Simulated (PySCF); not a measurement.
BrH4PSi.
Geometry (PBE0-D3(BJ)/def2-SVP, Å), atoms numbered from 1 in this order:
```xyz
7
BrH4PSi angstrom
P      0.8838   -0.5514   -0.9485
Si    -1.1615    0.0566   -0.2147
Br    -2.6205   -1.4736   -0.9177
H      1.0152   -1.5799    0.0331
H      1.5304    0.4323   -0.1340
H     -1.5238    1.3670   -0.8255
H     -1.2863    0.1443    1.2685
```

Method used: PBE0-D3(BJ)/def2-SVP geometry optimisation, gas phase (PySCF 2.14.0).

Take the most abundant isotopes and a rigid rotor. The values belong to one conformer with, in the numbering `[PH2:1][SiH2:2][Br:3]`, H–P1–Si2–Br3 -76° and -169°.

Give the principal moments of inertia and the rotational constants in cm⁻¹.

Ia = 49.67, Ib = 329.53, Ic = 369.42 u·Å²; 505379 MHz·u·Å²/I gives 10176, 1534 and 1368 MHz, that is A = 0.33942, B = 0.05116, C = 0.04563 cm⁻¹.

What kind of rotor is it?

A near-prolate asymmetric top. Ray's parameter κ = (2B − A − C)/(A − C) = -0.962; −1 is the prolate and +1 the oblate limit.

What does the inertial defect say?

Not planar: Δ = Ic − Ia − Ib = -9.78 u·Å². For a rigid frame Δ = −2 Σ m c², so Σ m c² = 4.89 u·Å² lies off the ab plane: 4.80 from hydrogen and 0.09 from heavier atoms. The atom farthest from that plane is 1.32 Å away.

Give the other two planar moments, Paa and Pbb, and the rms extents of the mass along the axes.

Paa = Σ m a² = (Ib + Ic − Ia)/2 = 324.64 and Pbb = Σ m b² = (Ia + Ic − Ib)/2 = 44.78 u·Å². With the mass M = 141.90 u, the rms extents √(P/M) along a, b and c are 1.51, 0.56, 0.19 Å.

List the rotational levels J(Ka,Kc) to J = 4 (MHz).

Above 0(0,0):
J = 1: 1(0,1) 2902, 1(1,1) 11544, 1(1,0) 11709
J = 2: 2(0,2) 8703, 2(1,2) 17181, 2(1,1) 17678, 2(2,1) 43604, 2(2,0) 43606
J = 3: 3(0,3) 17398, 3(1,3) 25636, 3(1,2) 26630, 3(2,2) 52309, 3(2,1) 52321, 3(3,1) 95934, 3(3,0) 95934
J = 4: 4(0,4) 28981, 4(1,4) 36907, 4(1,3) 38563, 4(2,3) 63914, 4(2,2) 63949, 4(3,2) 107545, 4(3,1) 107545, 4(4,1) 168614, 4(4,0) 168614
Those of J = 1 are B + C, A + C and A + B.

Which types of transition are allowed, and where do some lines up to J = 3 fall?

The dipole components are |μa| = 1.34 D, |μb| = 1.04 D, |μc| = 0.68 D. Intensities carry the squares of the components, which stand as 1.00 : 0.61 : 0.26 (a : b : c). Some lines, for components of 0.1 D or more:

```csv
type,branch,"J(Ka,Kc)",MHz,lower level (cm⁻¹)
a,R,"1(0,1) ← 0(0,0)",2902,0.000
a,R,"2(0,2) ← 1(0,1)",5801,0.097
a,R,"2(1,1) ← 1(1,0)",5969,0.391
c,Q,"3(1,3) ← 3(0,3)",8238,0.580
c,Q,"2(1,2) ← 2(0,2)",8479,0.290
c,Q,"1(1,1) ← 1(0,1)",8642,0.097
a,R,"3(0,3) ← 2(0,2)",8696,0.290
a,R,"3(2,2) ← 2(2,1)",8705,1.454
a,R,"3(2,1) ← 2(2,0)",8714,1.455
a,R,"3(1,2) ← 2(1,1)",8952,0.590
b,Q,"2(1,1) ← 2(0,2)",8975,0.290
b,R,"1(1,1) ← 0(0,0)",11544,0.000
c,R,"1(1,0) ← 0(0,0)",11709,0.000
c,R,"2(1,1) ← 1(0,1)",14776,0.097
c,R,"3(1,2) ← 2(0,2)",17927,0.290
c,Q,"3(2,2) ← 3(1,2)",25679,0.888
c,R,"2(2,1) ← 1(1,1)",32060,0.385
b,R,"2(2,0) ← 1(1,1)",32063,0.385
b,R,"3(2,2) ← 2(1,1)",34631,0.590
c,R,"3(2,1) ← 2(1,1)",34643,0.590
b,R,"3(2,1) ← 2(1,2)",35139,0.573
c,Q,"3(3,1) ← 3(2,1)",43613,1.745
b,Q,"3(3,0) ← 3(2,1)",43613,1.745
b,Q,"3(3,1) ← 3(2,2)",43625,1.745
b,R,"3(3,1) ← 2(2,0)",52328,1.455
c,R,"3(3,0) ← 2(2,0)",52328,1.455
b,R,"3(3,0) ← 2(2,1)",52330,1.454
```

Not checked by PBE0-D3(BJ)/def2-SVP frequencies. These are rigid-rotor constants of the computed structure; measured ground-state constants (B0) also hold zero-point vibration. Quadrupole hyperfine structure (79Br) is left out.
